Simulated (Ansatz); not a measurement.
Geometry optimisation, RKS revPBE-D4/def2-SVP (Ansatz 0.2.0).

input.yaml

```yaml
crystal:
  periodic: [false, false, false]
  atoms:
    - { symbol: Zn, position_ang: [-0.699121, -0.245251, -1.589066] }
    - { symbol: Br, position_ang: [1.367859, -1.193401, -2.295416] }
    - { symbol: O, position_ang: [-2.181026, 0.507038, -0.908357] }
    - { symbol: H, position_ang: [1.340171, -0.448942, 0.420567] }
    - { symbol: C, position_ang: [0.896124, 0.102791, 1.250661] }
    - { symbol: H, position_ang: [-2.951045, 0.391286, -1.493915] }
    - { symbol: H, position_ang: [0.94708, 1.190718, 1.047729] }
    - { symbol: H, position_ang: [1.446343, -0.116575, 2.186493] }
    - { symbol: H, position_ang: [-0.166484, -0.187664, 1.381305] }
basis:
  gaussian: { orbitals: def2-SVP }
hamiltonian:
  xc: revpbe
  dispersion: d4
relax:
  f_tol: 0.03
  max_steps: 50
output:
  orbitals: {}
```

Launched with:

```bash
$ ansatz run input.yaml --threads 2 --pin off --max-ram 3072MiB --backend cpu --events-out ev --progress --plain --runs-dir out
```

Problem. Where does it end, and by what steps?

Solution. The run converged. The force dipped under the threshold on the way, but the program's further checks kept it going. After 34 steps the energy has fallen by 0.181 eV; H6 moved furthest, 1.26 Å.

```json
{"step": "0", "energy less start (eV)": "0.0000", "largest force component (eV/Å)": "1.074", "accepted": "yes"}
{"step": "2", "energy less start (eV)": "-0.1365", "largest force component (eV/Å)": "0.189", "accepted": "yes"}
{"step": "4", "energy less start (eV)": "-0.1467", "largest force component (eV/Å)": "0.771", "accepted": "no"}
{"step": "6", "energy less start (eV)": "-0.1585", "largest force component (eV/Å)": "0.064", "accepted": "yes"}
{"step": "8", "energy less start (eV)": "-0.1615", "largest force component (eV/Å)": "0.032", "accepted": "yes"}
{"step": "10", "energy less start (eV)": "-0.1560", "largest force component (eV/Å)": "0.426", "accepted": "no"}
{"step": "12", "energy less start (eV)": "-0.1648", "largest force component (eV/Å)": "0.171", "accepted": "yes"}
{"step": "14", "energy less start (eV)": "-0.1673", "largest force component (eV/Å)": "0.050", "accepted": "yes"}
{"step": "16", "energy less start (eV)": "-0.1679", "largest force component (eV/Å)": "0.065", "accepted": "yes"}
{"step": "18", "energy less start (eV)": "-0.1667", "largest force component (eV/Å)": "0.370", "accepted": "no"}
{"step": "20", "energy less start (eV)": "-0.1661", "largest force component (eV/Å)": "0.439", "accepted": "no"}
{"step": "22", "energy less start (eV)": "-0.1693", "largest force component (eV/Å)": "0.173", "accepted": "yes"}
{"step": "24", "energy less start (eV)": "-0.1728", "largest force component (eV/Å)": "0.031", "accepted": "yes"}
{"step": "26", "energy less start (eV)": "-0.1741", "largest force component (eV/Å)": "0.051", "accepted": "yes"}
{"step": "28", "energy less start (eV)": "-0.1785", "largest force component (eV/Å)": "0.045", "accepted": "yes"}
{"step": "30", "energy less start (eV)": "-0.1794", "largest force component (eV/Å)": "0.061", "accepted": "yes"}
{"step": "32", "energy less start (eV)": "-0.1795", "largest force component (eV/Å)": "0.060", "accepted": "yes"}
{"step": "34", "energy less start (eV)": "-0.1806", "largest force component (eV/Å)": "0.021", "accepted": "yes"}
```

```xyz
9
Properties=species:S:1:pos:R:3
Zn -0.480 -0.077 -1.688
Br 1.425 -0.666 -2.741
O -2.028 0.526 -0.979
H 0.817 -0.999 0.949
C 0.708 0.081 1.175
H -2.471 -0.184 -0.476
H 1.482 0.644 0.618
H 0.848 0.240 2.261
H -0.300 0.436 0.882
```

The run took 95 s on 2 threads of Arm Neoverse V1 (shared host), peak memory 0.17 GiB.
